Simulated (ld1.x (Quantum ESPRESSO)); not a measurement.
# u(r) = r·R(r): atom against pseudo-atom (Al (Z = 13))

Columns: radius, all-electron u(r) and pseudo u(r) of the 3p shell (level -2.69 eV) of aluminium in the configuration [Ne] 3s2 3p1; PBEsol, scalar-relativistic, RRKJ scheme, ld1.x (Quantum ESPRESSO) 7.5.

```csv
r (bohr),all-electron,pseudo
0.098,0.0713,-0.0022
0.195,0.1597,-0.0086
0.292,0.2071,-0.0193
0.390,0.2125,-0.0341
0.488,0.1866,-0.0528
0.585,0.1417,-0.0749
0.682,0.0859,-0.1002
0.780,0.0244,-0.1285
0.878,-0.0384,-0.1592
0.975,-0.0992,-0.1915
1.072,-0.1571,-0.2249
1.170,-0.2119,-0.2595
1.268,-0.2625,-0.2942
1.365,-0.3082,-0.3282
1.463,-0.3500,-0.3615
1.560,-0.3872,-0.3931
1.658,-0.4206,-0.4230
1.755,-0.4496,-0.4503
1.852,-0.4746,-0.4747
1.950,-0.4961,-0.4961
2.047,-0.5138,-0.5138
2.145,-0.5283,-0.5283
2.242,-0.5396,-0.5396
2.340,-0.5481,-0.5481
2.438,-0.5539,-0.5539
2.535,-0.5574,-0.5574
```

Problem. How many radial nodes do the two functions have?

Solution. The all-electron 3p function has n − l − 1 = 1; the pseudo-wave has 0, since the states of the same l below it are removed with the core.

Problem. At about which radius was the pseudo-wave matched?

Solution. 1.95 bohr. The columns agree to 0.0005 from 1.85 bohr on; several derivatives are matched, so the curves merge somewhat inside the radius.

Problem. Is the pseudo-wave norm-conserving?

Solution. Yes: the RRKJ scheme keeps the norm inside the radius equal to the all-electron one, which fixes the energy derivative of the logarithmic derivative at the level.
